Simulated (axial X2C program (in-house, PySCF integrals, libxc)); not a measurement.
# ONdS: the levels of the configuration f(δφ)2 f(π)0

Computed with an axial X2C code built on PySCF integrals: two-component X2C with atomic mean-field Coulomb and Gaunt terms, basis O dyall-v2z, Nd dyall-v2z, S dyall-v2z (cores contracted in-house). Orbitals come from Hartree–Fock averaged over the configuration Nd f(δφ)2 f(π)0; CI then distributes these electrons over the f(δφ), f(π) shells of Nd.

O–Nd–S held linear, bonds 1.744 and 2.150 Å (the second held) (near the minimum of the configuration average).

Active spinors (ω > 0):

| shell | ω | ε (eV) | character |
| --- | --- | --- | --- |
| f(δφ) | 3/2 | 3.47 | 100% Nd f |
| f(δφ) | 5/2 | 3.64 | 100% Nd f |
| f(δφ) | 5/2 | 4.19 | 100% Nd f |
| f(δφ) | 7/2 | 4.37 | 100% Nd f |
| f(π) | 1/2 | 9.86 | 55% Nd f, 41% Nd d |
| f(π) | 3/2 | 9.95 | 56% Nd f, 40% Nd d |

Lowest levels of this model:

```
Ω  energy (cm⁻¹)     g∥  μ (D)  configuration
4              0   6.11  -1.44    100% f(δφ)2
5           2273  10.04  -1.43    100% f(δφ)2
6           4470  14.00  -1.43    100% f(δφ)2
0           4983   0.00  -1.43    100% f(δφ)2
1           6344   3.68  -1.44    100% f(δφ)2
0          11903   0.00  -1.42    100% f(δφ)2
1          11934   2.18  -1.43    100% f(δφ)2
2          12529   5.92  -1.43    100% f(δφ)2
0          13359   0.00  -1.43    100% f(δφ)2
0          15157   0.00  -1.44    100% f(δφ)2
1          18871   2.01  -1.43    100% f(δφ)2
4          20967   8.06  -1.43    100% f(δφ)2
6          26724  12.01  -1.42    100% f(δφ)2
0          27627   0.00  -1.42    100% f(δφ)2
5          27875  10.06  -1.42    100% f(δφ)2
1          28212   3.96  -1.42    100% f(δφ)2
```

g∥ is the magnitude of 2⟨Lz + ge Sz⟩ for the +Ω component. μ is positive if the S end is positive.

From Ω and g∥ of the lowest level, whose 2⟨Lz + ge Sz⟩ is positive, find ⟨Sz⟩ and ⟨Lz⟩ (ge = 2.0023).

Ω = ⟨Lz⟩ + ⟨Sz⟩ = 4 and ⟨Lz⟩ + ge⟨Sz⟩ = 3.055, so ⟨Sz⟩ = -0.94 and ⟨Lz⟩ = 4.94.

Occupations of the active spinors in the lowest level by ω, shell by shell in order of energy: -7/2: 0.00; -5/2: 0.00 0.00; -3/2: 0.00 0.00; -1/2: 0.00; 1/2: 0.00; 3/2: 1.00 0.00; 5/2: 0.22 0.78; 7/2: 0.00. The leading determinant has weight 0.78 among 5.

This point took 2.3 s on 1 thread of AMD EPYC 7R43 64-Core Processor (Zen 3), with other jobs on the host.

There is no dynamic correlation: spin–orbit spacings and, for f shells, spacings inside one term are the most reliable numbers, splittings between terms come out too wide, and energies between configurations are not reliable, so the lowest level need not be the ground state of the molecule. At most 6 roots were kept for each Ω > 0 (twice that for Ω = 0) within 3.5 eV of the lowest, so higher up levels can be missing between those listed; levels with Ω > 0 are doubly degenerate and listed once, Ω = 0 levels singly. Some active spinors are only partly of the character that their shell is named for, so the shell names and counts are nominal. States that fill the shells left empty in the average are placed too high. The molecule was held linear; bending was not examined.
